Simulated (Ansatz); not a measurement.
Ansatz (a quantum-chemistry and plane-wave program) input (CCSD(T)/def2-SVPD):

Ansatz 0.2 input:
```yaml
crystal:
  periodic: [false, false, false]
  atoms:
    - {symbol: Y, position_ang: [0.46271799, 0.32774803, -0.25988959]}
    - {symbol: O, position_ang: [-0.56370607, 1.57863538, -1.16077715]}
    - {symbol: Cl, position_ang: [-0.79625606, -1.49477978, 1.14246537]}
basis:
  gaussian:
    orbitals: def2-SVPD
total_charge: -1
magnetization: {spin_polarized: true, initial_magnetization: 1}
correlation: {method: ccsd_t, electrons: outside_noble_gas}
output: {forces: true}
```

End of the output:

```
determinant -15568.00362047 eV, -572.1135806805 hartree, with singles and doubles -15578.62430212 eV, -572.5038835321 hartree
determinant -15567.64115122 eV, -572.1002601813 hartree, with singles and doubles -15577.48007259 eV, -572.4618338723 hartree
determinant -15567.60508444 eV, -572.0989347514 hartree, with singles and doubles -15577.39893748 eV, -572.4588522120 hartree
10 core orbitals not correlated
reference -15570.11515459 eV, -572.1911781282 hartree; 9, 8 occupied and 65, 66 virtual orbitals, 777 factors
densities: 0.60 GiB planned
second order -11.52052260 eV of doubles, -0.00000000 eV of singles
coupled cluster: 0.44 GiB planned
cycle   1  -11.43571834 eV  change   -1.6e-1 eV  update   2.5e-2
cycle   2  -11.45826327 eV  change   -2.3e-2 eV  update   8.4e-3
cycle   3  -11.45460969 eV  change    3.7e-3 eV  update   6.0e-3
cycle   4  -11.45908172 eV  change   -4.5e-3 eV  update   2.5e-3
cycle   5  -11.45861400 eV  change    4.7e-4 eV  update   1.3e-3
cycle   6  -11.45900001 eV  change   -3.9e-4 eV  update   6.4e-4
cycle   7  -11.45903582 eV  change   -3.6e-5 eV  update   3.1e-4
cycle   8  -11.45904889 eV  change   -1.3e-5 eV  update   1.3e-4
cycle   9  -11.45904449 eV  change    4.4e-6 eV  update   5.7e-5
cycle  10  -11.45903865 eV  change    5.8e-6 eV  update   2.7e-5
cycle  11  -11.45904341 eV  change   -4.8e-6 eV  update   1.1e-5
cycle  12  -11.45904146 eV  change    1.9e-6 eV  update   5.7e-6
cycle  13  -11.45904036 eV  change    1.1e-6 eV  update   2.5e-6
cycle  14  -11.45904101 eV  change   -6.5e-7 eV  update   1.0e-6
cycle  15  -11.45904040 eV  change    6.1e-7 eV  update   5.0e-7
perturbative correction -0.48250820 eV, -0.0177318494 hartree
the calculation of the forces begins
Total energy: -15582.05670320 eV, -572.6300219453 hartree
Atom 0 at     0.462718     0.327748    -0.259890 Å, force     0.854977    -0.717205     0.507845 eV/Å
Atom 1 at    -0.563706     1.578635    -1.160777 Å, force    -0.730631     0.927223    -0.668769 eV/Å
Atom 2 at    -0.796256    -1.494780     1.142465 Å, force    -0.124345    -0.210018     0.160924 eV/Å
Dipole moment:     0.214696    -0.302441     0.218909 e Å
```

The spin state was set by rule; other spins were not relaxed.
